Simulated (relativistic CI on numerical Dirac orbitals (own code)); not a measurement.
Radial Dirac CI calculation of In II.

Command:

```sh
python run_levels.py task.json out
```

Input:

```
atom In  Z=49  charge=1  electrons=48
nucleus A=115  rms_radius_fm=4.6156
hamiltonian dirac-coulomb  breit=on  qed=on  c_scale=1
orbitals kli  potential=per-configuration
slater_scale 1
correlation none
mixing on
grid step=0.0125 r_max=129.7
scf mixing=0.4 start=green max_iterations=150 tolerance=2e-08 node_fill=0.05
configurations
  [Kr] 4d10 5s2
  [Kr] 4d10 5s 5p
  [Kr] 4d10 5p2
  [Kr] 4d10 5s 5d
  [Kr] 4d10 5s 6s
end
```

Output:

```
SCF 1: [Kr] 4d10 5s2
 iter      energy (Ha)   residual   last orbital (Ha)
    1     -5872.053017   1.52e+00     -1.02086
    2     -5879.553541   4.78e-01     -0.73218
    3     -5880.146328   1.56e-01     -0.65909
    4     -5880.217058   4.48e-02     -0.64827
    5     -5880.218451   3.02e-02     -0.64468
    6     -5880.217777   3.82e-03     -0.63329
    7     -5880.218179   1.21e-04     -0.63444
    8     -5880.218194   2.06e-04     -0.63451
    9     -5880.218178   1.29e-06     -0.63444
   10     -5880.218178   1.71e-06     -0.63444
   11     -5880.218178   1.08e-08     -0.63444
SCF 2: [Kr] 4d10 5s 5p
 iter      energy (Ha)   residual   last orbital (Ha)
    1     -5871.981320   1.50e+00     -0.64988
    2     -5879.365432   4.76e-01     -0.47892
    3     -5879.960508   1.58e-01     -0.44364
    4     -5880.030475   3.97e-02     -0.44182
    5     -5880.031592   2.38e-02     -0.43972
    6     -5880.030735   3.89e-03     -0.43483
    7     -5880.031151   3.54e-04     -0.43562
    8     -5880.031133   1.81e-04     -0.43561
    9     -5880.031121   2.66e-06     -0.43557
   10     -5880.031121   3.98e-07     -0.43557
   11     -5880.031121   2.65e-08     -0.43557
   12     -5880.031121   1.18e-08     -0.43557
SCF 3: [Kr] 4d10 5p2
 iter      energy (Ha)   residual   last orbital (Ha)
    1     -5871.825500   1.49e+00     -0.64988
    2     -5879.109465   4.75e-01     -0.47878
    3     -5879.706978   1.59e-01     -0.44604
    4     -5879.776326   3.56e-02     -0.44702
    5     -5879.777201   1.88e-02     -0.44469
      ... 21 steps not shown
SCF 5: [Kr] 4d10 5s 6s
 iter      energy (Ha)   residual   last orbital (Ha)
    1     -5872.074521   1.47e+00     -0.30128
    2     -5879.169077   4.81e-01     -0.26427
    3     -5879.777433   1.54e-01     -0.25313
    4     -5879.842448   3.64e-02     -0.25074
    5     -5879.843171   2.05e-02     -0.25020
    6     -5879.841855   4.60e-03     -0.24871
    7     -5879.842480   1.07e-03     -0.24884
    8     -5879.842396   2.13e-04     -0.24881
    9     -5879.842377   4.23e-06     -0.24881
   10     -5879.842376   3.22e-06     -0.24880
   11     -5879.842377   2.22e-08     -0.24881
   12     -5879.842377   6.51e-09     -0.24881
orbital energies (Ha): 3d3/2 -16.4892  3d5/2 -16.2029  4s -4.7558  4p1/2 -3.4022  4p3/2 -3.1629  4d3/2 -1.0738  4d5/2 -1.0427  5s -0.6344
configuration averages (Ha): Dirac-Coulomb, Breit, QED
  5s2                          -5880.218178    4.121643    2.750786
  5s 5p                        -5880.031121    4.121569    2.750299
  5p2                          -5879.776778    4.121482    2.749754
  5s 5d                        -5879.806555    4.121269    2.750329
  5s 6s                        -5879.842377    4.121343    2.750424
levels: no., configuration, term, J, E (cm-1), weight
   1 5s2                    1S   0                0.0  0.95
   2 5s 5p                  3P*  0            36991.3  1.00
   3 5s 5p                  3P*  1            38097.0  1.00
   4 5s 5p                  3P*  2            40436.8  1.00
   5 5s 5p                  1P*  1            68294.5  1.00
   6 5s 6s                  3S   1            86804.0  1.00
   7 5s 5d                  1D   2            88862.9  0.65
   8 5s 6s                  1S   0            91191.3  0.99
   9 5s 5d                  3D   1            94927.4  1.00
  10 5s 5d                  3D   2            94997.0  1.00
  11 5s 5d                  3D   3            95107.6  1.00
  12 5p2                    3P   0            95958.5  0.98
  13 5p2                    3P   1            97184.7  1.00
  14 5p2                    3P   2            99276.2  0.99
lowest total energy -5873.371257 Ha
end: converged
```

With so few configurations and no correlation, terms lie too far apart (by 10 to 50 % or more near neutrality), their order can be wrong, and levels of other configurations are missing.
